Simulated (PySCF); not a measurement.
# Vertical excitation energies

C₅H₁₀OSi.
SMILES: `C=C/C=C(\C)O[SiH3]`

The calculation used TDDFT wB97X-D/def2-SVPD, vertical, gas phase, core orbitals frozen in the response (PySCF 2.14.0, density-fitted response routines). Geometry: PBE0-D3(BJ)/def2-SVP, one conformer, isolated molecule. Torsions of this conformer, `[CH2:1]=[CH:2]/[CH:3]=[C:4](\[CH3:5])[O:6][SiH3:7]`: C1–C2–C3–C4 179°, C3–C4–O6–Si7 -3°.

Predict the UV-vis stick spectrum at this level.

| state | E (eV) | E (hartree) | f | main configurations (H = HOMO, L = LUMO) |
| --- | --- | --- | --- | --- |
| S1 | 5.43 | 0.1997 | 0.723 | H→L (97%) |
| S2 | 5.95 | 0.2188 | 0.0000 | H→L+1 (77%), H→L+2 (14%) |
| S3 | 6.40 | 0.2350 | 0.0011 | H→L+2 (49%), H→L+4 (29%), H→L+1 (12%) |
| S4 | 6.49 | 0.2387 | 0.0030 | H→L+3 (81%) |
| S5 | 6.95 | 0.2556 | 0.0089 | H→L+7 (74%), H→L+4 (9%) |
| S6 | 7.02 | 0.2579 | 0.022 | H→L+4 (48%), H→L+2 (19%), H→L+7 (12%) |
| S7 | 7.25 | 0.2665 | 0.0043 | H→L+5 (83%) |
| S8 | 7.67 | 0.2818 | 0.016 | H→L+6 (85%) |
| S9 | 7.75 | 0.2848 | 0.0002 | H-2→L (65%), H-4→L (13%), H-5→L (10%) |
| S10 | 7.81 | 0.2869 | 0.0019 | H→L+8 (31%), H-4→L (30%), H-2→L (9%) |

Triplets, Tamm–Dancoff:

```json
{"state": "T1", "E (eV)": "3.14", "λ (nm)": "394.4", "main configurations (H = HOMO, L = LUMO)": "H→L (94%)"}
{"state": "T2", "E (eV)": "5.09", "λ (nm)": "243.6", "main configurations (H = HOMO, L = LUMO)": "H→L+7 (47%), H-1→L (37%)"}
{"state": "T3", "E (eV)": "5.91", "λ (nm)": "209.6", "main configurations (H = HOMO, L = LUMO)": "H→L+1 (83%)"}
{"state": "T4", "E (eV)": "6.35", "λ (nm)": "195.1", "main configurations (H = HOMO, L = LUMO)": "H→L+2 (47%), H→L+4 (34%)"}
```

The lowest singlet lies at 5.43 eV (228 nm, ultraviolet) and is strong; its leading configuration is HOMO→LUMO (97%). The lowest level is also the most intense of those listed (f = 0.723). Löwdin shares by element: HOMO carbon 76% or more (atoms not listed hold the other 24%); LUMO carbon 74% or more (atoms not listed hold the other 26%). Weighted by f, the mean energy of these states is 5.56 eV. Of the 10 states listed, 3 reach f = 0.01 and 2 stay under 0.0005. The oscillator strengths of these states sum to 0.780; summed over the whole spectrum of an exact calculation they would give the number of electrons, 62 (Thomas–Reiche–Kuhn). No computed singlet lies in the visible range (380 to 750 nm); the lowest, at 228 nm, stands 2.17 eV above its violet end (3.26 eV); a Tamm–Dancoff triplet lies at 394 nm, without intensity as long as spin–orbit coupling is left out. The vertical ionisation energy (ΔSCF) is 7.88 eV, 0.07 eV above S10. Singlets were solved by full linear response, triplets in the Tamm–Dancoff approximation.
